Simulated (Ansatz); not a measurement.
Calculated with Ansatz (gas phase, PBE0-D4/def2-TZVP geometries, no zero-point term in ΔE). CBS: MP2 limit from def2 TZ/QZ plus the TZ coupled-cluster correction, frozen cores. This one scheme is used for every species, atoms too. Functionals use def2-TZVPP. HSE06 is defined as in plane-wave codes. No spin–orbit coupling; open shells (•) take unrestricted orbitals. Spin–orbit coupling would lower the free atoms: a little for Cl. def2 core potentials past Kr. For Br, In outer-core shells are correlated without core-valence functions, so the limit isn't a true one: a few kJ/mol of doubt a bond, and 10 to 20 or more in all where bonds break to atoms. Scalar relativity is left out up to krypton. Each species was taken in one conformer, which may not be the lowest.

Consider the hydrogen abstraction from the In–H bond: `[NH2][InH][Br]` + Cl• → `[NH2][In][Br]`• + HCl.

`[NH2][InH][Br]`:

```xyz
6

N    -0.578   -0.547    0.856
In    0.225    0.647   -0.528
Br    1.287   -0.716   -2.306
H    -0.290   -1.512    0.890
H    -0.811   -0.205    1.775
H     0.167    2.333   -0.687
```

`[NH2][In][Br]`•:

```xyz
5

N     0.158    0.962   -0.179
In   -0.930   -0.603    0.628
Br   -0.539   -2.815   -0.506
H     1.116    0.677   -0.365
H     0.194    1.779    0.422
```

HCl:

Cartesian coordinates in Å:
```
Cl -0.476 0.218 -0.367
H 0.476 -0.218 0.367
```

| level | ΔE (eV) |
| --- | --- |
| B2PLYP | -1.50 |
| PBE-QIDH | -1.45 |
| revPBE | -1.73 |
| HSE06 | -1.58 |
| HF/def2-SVP | -0.91 |
| CCSD(T)/def2-SVP | -1.26 |
| CCSD/def2-TZVPP | -1.32 |
| MP2/CBS(def2) | -1.55 |

(1) What does CCSD(T)/CBS give? (An estimate is asked.)

Largest T1 diagnostic among the species: 0.016.

Answers

(1) Ansatz gave: -1.44 eV. The listed levels differ from it by -0.06, -0.01, -0.29, -0.14, 0.53, 0.18, 0.12, -0.11 eV.

At CCSD(T), def2-SVP lies +0.18 eV from the extrapolated value and def2-TZVPP +0.06 eV. From BLYP to BHLYP (50 % exact exchange), in def2-TZVPP and without D4, ΔE moves by +0.36 eV.

CCSD(T)/CBS has its own doubt, a few kJ/mol and more with outer-core shells, so smaller differences from it don't rank the levels.
